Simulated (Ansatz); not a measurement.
## A geometry optimisation of CH2BrCl with r2SCAN-D4/def2-SVP

The starting geometry of this gas-phase singlet was optimised with GFN2-xTB.

```yaml
atoms:
  - { symbol: C, position_ang: [-0.4063, -0.3691, -1.2740] }
  - { symbol: Br, position_ang: [-2.1479, -0.7574, -0.4432] }
  - { symbol: Cl, position_ang: [0.8427, -1.1582, -0.2362] }
  - { symbol: H, position_ang: [0.7417, -0.7989, 1.0271] }
  - { symbol: H, position_ang: [-0.2548, 0.7060, -1.0887] }
```

Predict what becomes of its bonds when it is optimised with r2SCAN-D4/def2-SVP.

It loosens into CHBr + ClH, which stay close as a complex. Contacts that open: C1–Cl3 (1.81 → 2.72 Å).

The energy falls by 0.35 eV over 23 steps:

```json
{"step": "1", "E − E(last) (eV)": "0.348"}
{"step": "3", "E − E(last) (eV)": "0.234"}
{"step": "6", "E − E(last) (eV)": "0.191"}
{"step": "8", "E − E(last) (eV)": "0.094"}
{"step": "11", "E − E(last) (eV)": "0.004"}
{"step": "13", "E − E(last) (eV)": "0.001"}
{"step": "16", "E − E(last) (eV)": "0.000"}
{"step": "18", "E − E(last) (eV)": "0.000"}
{"step": "21", "E − E(last) (eV)": "0.000"}
{"step": "23", "E − E(last) (eV)": "0.000"}
```

Final geometry (Å):

```csv
atom,x (Å),y (Å),z (Å)
C,-0.7227,-0.2935,-1.5703
Br,-2.2910,-0.6106,-0.5628
Cl,1.2658,-1.2417,0.0198
H,0.9158,-0.9104,1.2163
H,-0.3925,0.6787,-1.1181
```

No frequencies were run, so the end isn't proven a minimum. Run with Ansatz 0.2.0, 59 s on 1 thread of Arm Neoverse V2, with other jobs on the host.
